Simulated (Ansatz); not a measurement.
Computed with Ansatz on PBE0-D4/def2-TZVP structures; ΔE is electronic, products minus reactants. CBS: MP2 limit from def2 TZ/QZ plus the TZ coupled-cluster correction, frozen cores. This one scheme is used for every species. Functionals use def2-TZVPP. Elements past krypton have def2 core potentials. For Sn outer-core shells are correlated without core-valence functions, which leaves a few kJ/mol of doubt a bond. One conformer a species, not always the lowest.

Reaction (ligand exchange at the Sn–Cl bond): `[F][SnH]([Cl])[Cl]` + CH₃NH₂ → `C[NH][SnH]([F])[Cl]` + HCl

```tsv
level	ΔE (kJ/mol)
LDA (SPW92)	73.0
ωB97X-V	79.5
r2SCAN	82.9
RPA@PBE/def2-TZVPP	67.3
```

Question: What does CCSD(T)/CBS give? (Best estimate.)

Answer: Computed: +74.5 kJ/mol. The listed levels differ from it by -1.5, 5.0, 8.4, -7.2 kJ/mol.

Question: What do rigid-rotor, harmonic-oscillator terms from PBE0-D4/def2-TZVP frequencies (298.15 K, 1 bar) make of the CCSD(T)/CBS value? (An estimate is asked.)

Answer: The calculation gave: ΔZPE = -12.1 kJ/mol, ΔH = +65.1 kJ/mol, ΔS = -12 J/(mol·K), ΔG = +68.8 kJ/mol. Modes under 50 cm⁻¹ make the entropy rough.

Largest T1 diagnostic among the species: 0.013.

In def2-TZVPP, CCSD(T) changes the Hartree–Fock value by −24.5 kJ/mol (the triples alone add −2.5 kJ/mol) and MP2 by −24.6 kJ/mol. From BLYP to BHLYP (50 % exact exchange), in def2-TZVPP and without D4, ΔE moves by +4.9 kJ/mol. Leaving LDA and LC-ωPBE aside and taking each functional with its dispersion term where it has one, the values, not all of them listed here, spread over 10.7 kJ/mol, from BLYP-D4 to B97M-V. LDA lies −9.3 kJ/mol from PBE without D4.
